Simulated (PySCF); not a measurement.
C$_{2}$H$_{7}$ClO$_{2}$SSi (SMILES CO[Si](S)(Cl)OC), singlet, geometry from GFN2-xTB; CASSCF(2,4)/STO-3G in PySCF.

PySCF was given this input:
```python
from pyscf import gto, scf, mcscf
import numpy

mol = gto.Mole()
mol.atom = '''
    C    -2.266944   -1.308255    0.549399
    O    -0.863701   -1.219016    0.516729
    Si    0.070956    0.014812    0.066858
    S    -0.479265    1.762341    1.165583
    Cl   -0.077376    0.283569   -1.939630
    O     1.593124   -0.274844    0.488765
    C     2.482422   -1.240133   -0.016022
    H    -2.685564   -0.486058    1.132035
    H    -2.520702   -2.258316    1.017320
    H    -2.674255   -1.273577   -0.462566
    H     0.590061    2.484474    0.877289
    H     2.145733   -2.240810    0.254637
    H     3.457504   -1.045026    0.428076
    H     2.549208   -1.164974   -1.102630
'''
mol.basis = 'sto-3g'
mol.charge = 0
mol.spin = 0
mol.verbose = 4
mol.build()

mf = scf.RHF(mol)
mf.kernel()
mc = mcscf.CASSCF(mf, 4, 2)
mc.fix_spin_(ss=0.0)
mc.kernel()
occ = numpy.linalg.eigvalsh(mc.fcisolver.make_rdm1(mc.ci, mc.ncas, mc.nelecas))[::-1]
ss = mc.fcisolver.spin_square(mc.ci, mc.ncas, mc.nelecas)[0]
print('natural occupations', occ.round(4), ' <S^2>', round(ss, 4))
```

It wrote (shortened):

```
PySCF version 2.14.0

[INPUT] verbose = 4
[INPUT] num. atoms = 14
[INPUT] num. electrons = 82
[INPUT] charge = 0
[INPUT] spin (= nelec alpha-beta = 2S) = 0
[INPUT] symmetry False subgroup None
[INPUT] Mole.unit = angstrom
[INPUT] Symbol           X                Y                Z      unit          X                Y                Z       unit  Magmom
[...]
nuclear repulsion = 579.136813636008
number of shells = 34
number of NR pGTOs = 162
number of NR cGTOs = 54
basis = sto-3g
ecp = {}

******** <class 'pyscf.scf.hf.RHF'> ********
method = RHF
initial guess = minao
damping factor = 0
level_shift factor = 0
DIIS = <class 'pyscf.scf.diis.CDIIS'>
diis_start_cycle = 1
diis_space = 8
diis_damp = 0
SCF conv_tol = 1e-09
SCF conv_tol_grad = None
SCF max_cycles = 50
direct_scf = True
direct_scf_tol = 1e-13
Set gradient conv threshold to 3.16228e-05
Initial guess from minao.
init E= -1360.55733901004
[...]
cycle= 1 E= -1359.90309006445  delta_E= 0.654  |g|= 0.628  |ddm|= 4.57
[...]
cycle= 2 E= -1360.0465327229  delta_E= -0.143  |g|= 0.173  |ddm|= 1.15
[...]
cycle= 3 E= -1360.05651540787  delta_E= -0.00998  |g|= 0.0334  |ddm|= 0.278
[...]
cycle= 4 E= -1360.05716594165  delta_E= -0.000651  |g|= 0.00552  |ddm|= 0.0793
[...]
cycle= 5 E= -1360.05718690856  delta_E= -2.1e-05  |g|= 0.00134  |ddm|= 0.0157
[...]
cycle= 6 E= -1360.05718812596  delta_E= -1.22e-06  |g|= 0.000213  |ddm|= 0.00388
[...]
cycle= 7 E= -1360.05718816185  delta_E= -3.59e-08  |g|= 6.15e-05  |ddm|= 0.000688
[...]
cycle= 8 E= -1360.05718816495  delta_E= -3.11e-09  |g|= 1.98e-05  |ddm|= 0.000204
[...]
cycle= 9 E= -1360.05718816529  delta_E= -3.33e-10  |g|= 3.4e-06  |ddm|= 7.77e-05
[...]
Extra cycle  E= -1360.05718816529  delta_E= -7.28e-12  |g|= 1.37e-06  |ddm|= 8.21e-06
converged SCF energy = -1360.05718816529

******** <class 'pyscf.mcscf.mc1step.CASSCF'> ********
CAS (1e+1e, 4o), ncore = 40, nvir = 10
max_cycle_macro = 50
max_cycle_micro = 4
conv_tol = 1e-07
conv_tol_grad = None
orbital rotation max_stepsize = 0.02
orbital rotation threshold for CI restart = 0.01
augmented hessian ah_max_cycle = 30
augmented hessian ah_conv_tol = 1e-12
augmented hessian ah_linear dependence = 1e-14
augmented hessian ah_level shift = 1e-08
augmented hessian ah_start_tol = 2.5
augmented hessian ah_start_cycle = 3
augmented hessian ah_grad_trust_region = 3
kf_trust_region = 3
kf_interval = 4
ci_response_space = 4
ci_grad_trust_region = 3
with_dep4 0
natorb = False
canonicalization = True
sorting_mo_energy = False
ao2mo_level = 2
internal_rotation = False
******** <class 'pyscf.fci.addons.SpinPenaltyFCISolver'> ********
max. cycles = 50
conv_tol = 1e-08
davidson only = True
linear dependence = 1e-12
level shift = 0.001
max iter space = 12
nroots = 1
pspace_size = 400
spin = None
CASCI E = -1360.05762237504  S^2 = 0.0000000
Set conv_tol_grad to 0.000316228
macro iter   1 ( 21 JK    4 micro), CASSCF E = -1360.05782381419  dE = -2.01439150e-04  S^2 = 0.0000000
               |grad[o]|=0.00101  |grad[c]|=0.00472  |ddm|=0.0016  |maxRot[o]|=0.0925
macro iter   2 ( 12 JK    3 micro), CASSCF E = -1360.05868017810  dE = -8.56363916e-04  S^2 = 0.0000000
               |grad[o]|=0.00137  |grad[c]|=0.0311  |ddm|=0.0188  |maxRot[o]|=0.149
macro iter   3 ( 21 JK    4 micro), CASSCF E = -1360.06107680450  dE = -2.39662640e-03  S^2 = 0.0000000
               |grad[o]|=0.00384  |grad[c]|=0.0159  |ddm|=0.00858  |maxRot[o]|=0.157
macro iter   4 ( 21 JK    4 micro), CASSCF E = -1360.06382689142  dE = -2.75008692e-03  S^2 = 0.0000000
               |grad[o]|=0.00836  |grad[c]|=0.011  |ddm|=0.00608  |maxRot[o]|=0.159
macro iter   5 ( 21 JK    4 micro), CASSCF E = -1360.06627516978  dE = -2.44827836e-03  S^2 = 0.0000000
               |grad[o]|=0.00925  |grad[c]|=0.00898  |ddm|=0.00392  |maxRot[o]|=0.159
macro iter   6 ( 21 JK    4 micro), CASSCF E = -1360.06787113158  dE = -1.59596181e-03  S^2 = 0.0000000
               |grad[o]|=0.00731  |grad[c]|=0.00491  |ddm|=0.00148  |maxRot[o]|=0.183
macro iter   7 ( 21 JK    4 micro), CASSCF E = -1360.06876928832  dE = -8.98156739e-04  S^2 = 0.0000000
               |grad[o]|=0.00484  |grad[c]|=0.00849  |ddm|=0.00491  |maxRot[o]|=0.214
macro iter   8 ( 21 JK    4 micro), CASSCF E = -1360.06933475660  dE = -5.65468271e-04  S^2 = 0.0000000
               |grad[o]|=0.0034  |grad[c]|=0.00623  |ddm|=0.00265  |maxRot[o]|=0.309
macro iter   9 ( 18 JK    4 micro), CASSCF E = -1360.06955394738  dE = -2.19190786e-04  S^2 = 0.0000000
               |grad[o]|=0.00206  |grad[c]|=0.0039  |ddm|=0.00254  |maxRot[o]|=0.145
macro iter  10 ( 13 JK    3 micro), CASSCF E = -1360.06958476745  dE = -3.08200686e-05  S^2 = 0.0000000
               |grad[o]|=0.000832  |grad[c]|=0.00103  |ddm|=0.00111  |maxRot[o]|=0.0307
macro iter  11 (  8 JK    2 micro), CASSCF E = -1360.06958563375  dE = -8.66300752e-07  S^2 = 0.0000000
               |grad[o]|=0.000159  |grad[c]|=6.71e-05  |ddm|=0.0002  |maxRot[o]|=0.00652
macro iter  12 (  1 JK    1 micro), CASSCF E = -1360.06958563376  dE = -1.15960574e-11  S^2 = 0.0000000
               |grad[o]|=2.61e-05  |grad[c]|=3.49e-06  |ddm|=3.85e-06  |maxRot[o]|=    0
1-step CASSCF converged in  12 macro (199 JK  41 micro) steps
CASSCF canonicalization
Density matrix diagonal elements [1.97570220e+00 1.60391204e-02 7.62904612e-03 6.29637491e-04]
CASSCF energy = -1360.06958563376
CASCI E = -1360.06958563376  E(CI) = -1.31711486809309  S^2 = 0.0000000
natural occupations [1.976e+00 2.310e-02 6.000e-04 3.000e-04]  <S^2> 0.0
```
